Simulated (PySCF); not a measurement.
Constitutional and geometric isomers with formula CH4OSi. All species are isolated molecules in the gas phase. One relaxed conformer stands for each flexible species; it need not be the lowest. Strings in code marks are SMILES.

Method: PBE-D3(BJ)/def2-TZVP // B3LYP-D3(BJ)/def2-TZVP (PySCF). Delta-SCF ions had no search for a lower state. Excitations are Tamm–Dancoff values on a coarser integration grid. The basis has no diffuse functions, so Rydberg states are missing or too high.

```csv
species,HOMO (eV),vertical ionisation energy (Delta-SCF) (eV),HOMO–LUMO gap (eV),T1 excitation (TDA) (eV),brightest of the four lowest singlets (TDA) (eV)
`[SiH2]1CO1`,-6.46,10.02,5.09,4.58,5.84
`C=[SiH]O` (C–Si–O–H torsion 0°),-5.16,8.40,4.02,3.22,5.67
`[SiH](C)=O`,-6.37,10.09,3.99,3.75,5.83
`O=C[SiH3]`,-5.68,9.39,2.85,2.42,5.43
`OC=[SiH2]` (H–O–C–Si torsion 164°),-4.73,7.84,2.99,2.18,5.17
```
